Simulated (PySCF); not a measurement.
# How methods differ on the excitation energy of Sm⁺

Sm⁺ [Xe] 4f6 6s1 (8F) → Sm⁺ [Xe] 4f6 6p1 (high-spin determinant), as a difference of total energies. Computed with PySCF 2.14 in cc-pVDZ-X2C (8s7p5d3f1g, 84 functions), with the spin-free X2C one-electron Hamiltonian (Gaussian nucleus). Correlated levels: valence: [Kr] 4d10 frozen; valence and next inner shell: [Ar] 3d10 frozen. The calculations carry no spin-orbit coupling.

| method | excitation energy (eV) |
| --- | --- |
| UHF | 2.794 |
| LDA | 2.946 |
| PBE | 2.770 |
| PBE0 | 2.777 |
| r2SCAN | 2.734 |
| MP2 (valence) | 3.089 |
| SCS-MP2 (valence) | 2.999 |
| MP2 (valence and next inner shell) | 3.104 |
| SCS-MP2 (valence and next inner shell) | 3.016 |

Problem. How much does correlation contribute at MP2 (valence and next inner shell)?

Solution. 3.104 − (2.794) = 0.310 eV, measured against UHF.

A first-order spin-orbit estimate (lowest level to lowest level, LS coupling) adds -0.069 eV.

The basis was made for the ground configuration and has no added diffuse functions, so the excitation energy can come out too high.

The determinant of the upper state mixes LS terms, which raises its energy above the lowest term, most at the Hartree-Fock and MP2 levels.
